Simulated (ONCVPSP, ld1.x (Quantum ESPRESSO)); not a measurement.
Hardness and transferability of assorted potentials

Generated with ld1.x 7.5 (TM, RRKJ, ultrasoft, PAW), atompaw 4.2 or ONCVPSP 4.0.1. The cutoff is in Ry: for ld1.x and atompaw files where the sum of valence levels is converged to 10 mRy in a Bessel basis, for ONCV files where the hardest occupied wave has 1 mHa per electron of residual kinetic energy. The error is the largest all-electron minus pseudo excitation energy over each file’s own four to seven test configurations (ionisations up to +4, promotions, holes and added fractions of an electron), all of which were solved. The labels leave out finer settings (local radius, basis sizes, second energies), which also bear on the numbers. Spin-polarised tests are not counted. The rows are a selection from randomly drawn settings: files with unsolved tests, undetermined cutoffs or missed reference levels are left out.

A true bound ghost makes a file unfit for plane-wave use even where its test errors are small: the radial tests pick states by their node count and pass the ghost by.

| element | potential | cutoff (Ry) | largest error (meV) | bound ghosts |
| --- | --- | --- | --- | --- |
| Tc | TM, PBE, scalar-relativistic, rc 2.40/1.65/2.15 (spd), local d, core correction no, reference 4p6 4d5 5s0.5 5p0 | 45 | +70 | s |
| Sb | TM, PBE, scalar-relativistic, rc 1.55/2.45/2.55 (spd), local p, core correction no, reference 5s2 5p3 | 40 | +218 | none |
| Xe | TM, PBE, scalar-relativistic, rc 1.30/1.90/0.90 (spd), local d, core correction no, reference 4d10 5s2 5p4 | 140 | -514 | s, p |
| Lu | ONCV, BLYP, scalar-relativistic, rc 1.65/2.25/2.90/0.80 (spdf), local smoothed, core correction yes, reference 4f13.5 5s2 5p6 5d1.5 6s2, qcut 7.6/6.9/4.7/25.6, projectors 3/3/2/2 | 480 | -77 | s, p, d |

Fill in the row for Tc: ONCV, PBE, scalar-relativistic, rc 2.95/2.40/2.05 (spd), local smoothed, core correction yes, reference 4d5 5s1.75, qcut 1.9/3.2/8.4, projectors 2/2/2.

cutoff 42 Ry, largest error +36 meV, bound ghosts: p.

Fill in the row for Cd: ONCV, Wu-Cohen, scalar-relativistic, rc 1.45/1.25/1.15 (spd), local d, core correction yes, reference 4s2 4p6 4d10 5s1, qcut 9.6/11.4/8.9, projectors 2/1/0.

cutoff 85 Ry, largest error +22 meV, bound ghosts: none.

Fill in the row for Mo: RRKJ, PBEsol, scalar-relativistic, rc 2.10/3.95/2.35 (spd), local s, core correction no, reference 4d5 5s1 5p0.

cutoff 30 Ry, largest error -208 meV, bound ghosts: none.
